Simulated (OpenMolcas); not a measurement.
## Mn3+: Racah parameters, worked from levels

```
Program             : OpenMolcas
Basis               : ANO-RCC-VTZP [6s5p3d2f1g]
Scalar Hamiltonian  : X2C, point nucleus
Active space        : 4 electrons in 5 orbitals (3d)
State averaging     : 2S+1 = 5 even, 5 roots; 2S+1 = 3 even, 45 roots (35 in the spin-orbit step); 2S+1 = 1 even, 50 roots (28 in the spin-orbit step)
Spin-orbit coupling : state interaction with AMFI integrals over the reference wave functions, term energies averaged over their components
```

Methods: CASSCF; SS-CASPT2, IPEA 0.25 Eh, imaginary shift 0.1 Eh (closed shells correlated: 3s 3p). Measured levels: Corliss and Sugar, J. Phys. Chem. Ref. Data 6, 1253 (1977).

**Racah parameters.** Above 5D, d4 has 3G at 9B + 4C, 3H at 4B + 4C and 3D at 16B + 4C. The first two fix B and C, and the third tests them; where it misses by thousands of cm-1, two parameters do not describe the configuration (Trees and configuration-interaction terms are left out) and B and C hang on the terms chosen. Term energies are centres of gravity, weighted by 2J + 1.

| Source | 3G | 3H | B | C | C/B | 3D from B, C | 3D found |
| --- | --- | --- | --- | --- | --- | --- | --- |
| CASSCF | 29512 | 23315 | 1239 | 4589 | 3.70 | 38180 | 37989 |
| SS-CASPT2 | 25668 | 21250 | 884 | 4429 | 5.01 | 31860 | 31596 |
| measured | 25153 | 20960 | 839 | 4401 | 5.25 | 31028 | 30911 |

Energies in cm-1. From CASSCF to SS-CASPT2, B changes by -28.7 % and C by -3.5 %. Against the measured terms, SS-CASPT2 has B off by +5.4 % and C by +0.6 %.

Term energies are means over components that CASPT2 splits; among the terms shown or strongly mixed into the levels shown the widest spread is 68 cm-1 (3d4 3D, SS-CASPT2). Some high roots are left out of the spin-orbit mixing, which shifts the levels that they would mix with. Without dynamic correlation excited terms often stand tens of per cent too high (terms of higher spin than the ground term too low), and those without a measured partner can miss by more than the paired ones (holds for CASSCF). Measured partners are found by configuration, term and J. A level has none where our copy of the source lacks it or the pairing is in doubt (some pairs that miss far off the trend of their configuration count as doubtful), and it then counts in no deviation. Levels of configurations outside the active space are missing.
